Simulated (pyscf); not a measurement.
Structures and frequencies: ωB97X-D3(BJ)/def2-SVPD in PySCF. MP2 and CC: frozen core, UHF for open shells. ΔMP2 is the change of the MP2 total energy from the triple- to the quadruple-zeta basis.

Q: Estimate by transition-state theory (the high-pressure limit) the rate constant of HC⁻=CH–CH₃ (SMILES [CH-]=CC) -> H₂C=CH–CH₂⁻ (SMILES C=C[CH2-]) (singlet surface; C–H broken, C–H formed) at 600 K, with CCSD(T)/def2-TZVPPD + ΔMP2(QZVPPD) energies (ideal gas, 1 atm, RRHO with modes under 100 cm⁻¹ raised to 100, one conformer, R ln 2 for chiral ones without a mode under 150 cm⁻¹; no tunnelling).

A: The electronic barrier is 42.5 kcal/mol and the thermal terms add -3.4, so ΔG‡ = 39.0 kcal/mol. With k_BT/h = 1.25e+13 s⁻¹ and RT = 1.192 kcal/mol, k = 7.6e-02 s⁻¹, a half-life of 9.1e+00 s through this channel alone. Wigner's tunnelling factor for 1801i cm⁻¹ would be 1.78, likely too low at so high a frequency. A shift of 1 kcal/mol in the barrier changes k by a factor 2.3. On the product side the descent ends in another minimum, of other shape or electronic state, 21.2 kcal/mol over the lowest minimum found and 39.5 kcal/mol under the saddle at ωB97X-D3(BJ). At ωB97X-D3(BJ) the barrier from the zero used here is 44.5 kcal/mol. One saddle was located; it need not be the lowest between these sides. The CCSD(T) − MP2 part came from Ansatz, without density fitting, on the same reference.
